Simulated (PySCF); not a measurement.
## How methods differ on the ionisation energy of Te⁴⁹⁺

Te⁴⁹⁺ [He] 2s1 (2S) → Te⁵⁰⁺ 1s2 (1S), as a difference of total energies. All numbers are calculated (PySCF 2.14, the non-relativistic Hamiltonian (point nucleus), in an uncontracted even-tempered set (17 s from 25 bohr⁻², ratio 2.2; 8 p from 37 bohr⁻², ratio 2.4; 5 d from 110 bohr⁻², ratio 2.4; 5 f from 170 bohr⁻², ratio 2.4; 4 g from 250 bohr⁻², ratio 2.4)). Correlated levels: nothing frozen; virtual orbitals above 40 to 60 times the deepest correlated orbital energy dropped. The calculations carry no spin-orbit coupling.

```
                 method  ionisation energy (eV)  difference from reference (eV)
                    UHF                  8641.2                          -399.6
                    LDA                  8634.7                          -406.1
                    PBE                  8645.5                          -395.3
                   PBE0                  8644.5                          -396.3
                 r2SCAN                  8638.3                          -402.5
                r2SCAN0                  8639.2                          -401.6
                 B2PLYP                  8643.7                          -397.1
    MP2 (all electrons)                  8641.4                          -399.4
SCS-MP2 (all electrons)                  8641.3                          -399.5
```

Reference: 9040.8 eV (theoretical estimate listed by NIST; NIST Atomic Spectra Database, ionization energies).

The gap to the reference is mostly relativistic.
